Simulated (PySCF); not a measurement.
## Mayer bond orders and bond lengths

Compound: C₅H₃F₂P.
Atom-mapped SMILES: `[F:1][c:2]1[cH:3][cH:4][cH:5][c:6]([F:7])[p:8]1` (hydrogens: H9 on C3; H10 on C4; H11 on C5)

Structure used (GFN2-xTB), in Å, numbered top down from 1:
```
atom  x, y, z in Å
F1    -2.412   -1.597    0.194
C2    -1.220   -0.964    0.109
C3    -1.249    0.410    0.009
C4    -0.095    1.168   -0.084
C5     1.168    0.600   -0.085
C6     1.362   -0.761    0.008
F7     2.642   -1.198   -0.003
P8     0.166   -2.021    0.141
H9    -2.215    0.894    0.005
H10   -0.183    2.241   -0.159
H11    2.043    1.230   -0.161
```

Bond orders from the PBE0/pcSseg-1 density (PySCF). Geometry: GFN2-xTB; no solvent, vibrations or thermal averaging.

(1) Where do the orders between heavy atoms depart from those drawn in the SMILES?

(2) Give the Mayer order of every bond, beside its length.

(3) Sum the orders of all bonds at each heavy atom with more than one neighbour and set the sums beside the valence in the SMILES.

Results:

(1) The largest departure is 0.236, at C6–P8 (drawn aromatic, 1.264) and P8–C2 (drawn aromatic, 1.264), counting aromatic bonds as 1.5. The bonds drawn aromatic range from 1.26 to 1.42.

(2) 
```csv
bond,drawn as,length (Å),Mayer order
F1–C2,single,1.352,0.886
C2–C3,aromatic,1.378,1.412
C3–C4,aromatic,1.385,1.416
C4–C5,aromatic,1.385,1.416
C5–C6,aromatic,1.378,1.412
C6–F7,single,1.353,0.886
C6–P8,aromatic,1.743,1.264
P8–C2,aromatic,1.743,1.264
C3–H9,single,1.080,0.946
C4–H10,single,1.079,0.950
C5–H11,single,1.080,0.946
```

(3) C2 3.562 (drawn 4), C3 3.774 (drawn 4), C4 3.782 (drawn 4), C5 3.774 (drawn 4), C6 3.562 (drawn 4), P8 2.528 (drawn 3). Orders between atoms that aren't bonded are not in these sums.

Mayer orders depend on the basis set.

These values come from a run that also computed NMR shieldings. On one thread of an Arm Neoverse V2, no GPU, shared host, this took 16 s wall and 0.72 GiB of memory at its peak.
